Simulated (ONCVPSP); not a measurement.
What one change does to a pseudopotential (Ge, ONCV)

| Quantity | Value |
| --- | --- |
| Element | germanium (Ge) |
| Generator | ONCVPSP 4.0.1 |
| Type | optimised norm-conserving Vanderbilt (ONCV) |
| Functional | PBE |
| Relativity | scalar-relativistic |
| Frozen core | [Ar] |
| Valence charge | 14 |
| Reference configuration | 3d10 4s2 4p2 |
| Partial waves | 4s: rc 1.45 bohr, ncon 4, nbas 8, qcut 4.1 1/bohr, 2 projectors, debl 0.7 Ha; 4p: rc 2.10 bohr, ncon 3, nbas 7, qcut 4.7 1/bohr, 2 projectors, debl 1.7 Ha; 3d: rc 1.20 bohr, ncon 3, nbas 8, qcut 15 1/bohr, 3 projectors, debl 3 Ha; f scattering state at 0.14 Ha: rc 1.65 bohr, ncon 3, nbas 6, qcut 7.3 1/bohr, 2 projectors, debl 1.1 Ha |
| Local potential | polynomial inside 1.10 bohr (lpopt 4, dvloc0 4 Ha) |
| Core correction | polynomial model core, fcfact 0.6 |

Change: core correction none.

Cutoffs: the cutoffs (Ha) at which the residual kinetic energy of the hardest occupied pseudo-wave falls to 1 and 0.1 mHa per electron; they do not see the model core or the augmentation charge, which bear on the density cutoff. Errors are all-electron minus pseudo energies relative to the spin-unpolarised reference configuration.

Task: How do hardness, ghosts and transferability respond?

Result: The potential gets neither clearly harder nor softer (82 Ha and 91 Ha → 82 Ha and 91 Ha); of the 4 tests that both files solve, the error grows in 0 and shrinks in 4 by more than 15 % and 0.3 meV (median size 5.9 → 2.3 meV); neither file shows a bound ghost.

| quantity | base | changed |
| --- | --- | --- |
| cutoff, loose | 82 Ha | 82 Ha |
| cutoff, tight | 91 Ha | 91 Ha |
| bound ghosts | none | none |
| GHOST(+) flags under 300 eV | s at 91.8 eV | s at 91.8 eV |
| error for 3d10 4s2 4p1, meV [ΔE 7.44 eV] | -1.4 | -1.0 |
| error for 3d10 4s2 4p0, meV [ΔE 22.88 eV] | -8.9 | -2.5 |
| error for 3d10 4s1 4p0, meV [ΔE 57.68 eV] | -36 | +26 |
| error for 3d10 4s1 4p2, meV [ΔE 16.16 eV] | -2.9 | +2.0 |
| s: phases at 1.48 bohr within 0.05 rad from the reference energy up to (Ha; the scan ends near 5) | 2.8 | 2.8 |
| p: phases at 2.13 bohr within 0.05 rad from the reference energy up to (Ha; the scan ends near 5) | 3.2 | 3.2 |
| d: phases at 1.22 bohr within 0.05 rad from the reference energy up to (Ha; the scan ends near 5) | to the end of the scan | to the end of the scan |
| f: phases at 1.67 bohr within 0.05 rad from the reference energy up to (Ha; the scan ends near 5) | to the end of the scan | to the end of the scan |
